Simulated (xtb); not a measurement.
C₂H₅FO₂Si, SMILES C=C[Si](O)(O)F. All values are semi-empirical tight-binding results from xtb (GFN2-xTB unless named), good for trends rather than for accurate numbers. Geometry: GFN2-xTB. One conformer was computed; it need not be the lowest.

Optimised geometry:

Bond lengths (Å): C1–C2 1.324, C1–H7 1.078, C1–H8 1.079, C2–Si3 1.871, C2–H9 1.082, Si3–O4 1.621, Si3–O5 1.608, Si3–F6 1.623, O4–H10 0.953, O5–H11 0.955. Bond angles (°): C2–C1–H7 121.8, C2–C1–H8 122.3, H7–C1–H8 115.8, C1–C2–Si3 125.0, C1–C2–H9 118.3, Si3–C2–H9 116.6, C2–Si3–O4 116.6, C2–Si3–O5 108.2, C2–Si3–F6 108.3, O4–Si3–O5 109.1, O4–Si3–F6 105.6, O5–Si3–F6 108.9, Si3–O4–H10 120.5, Si3–O5–H11 121.0.
Charge 0, spin multiplicity 1.

```yaml
orbital_gap: 4.91 eV
dipole_moment: 1.65 D
zero_point_energy: 45.0 kcal/mol
G − E(el) at 298.15 K (modified RRHO): 24.5 kcal/mol
static polarisability (D4 model): 70.4 bohr³
solvation energy, GFN2-xTB/ALPB(water): -8.9 kcal/mol
solvation energy, GFN2-xTB/ALPB(acetone): -9.9 kcal/mol
```

Computed atomic charges and the Wiberg bond orders between heavy atoms:
charges (e) C1 -0.08, C2 -0.12, Si3 0.66, O4 -0.47, O5 -0.45, F6 -0.30, H7 0.04, H8 0.04, H9 0.05, H10 0.31, H11 0.32. Bond orders C1–C2 2.01, C2–Si3 0.87, Si3–O4 1.16, Si3–O5 1.19, Si3–F6 1.00.
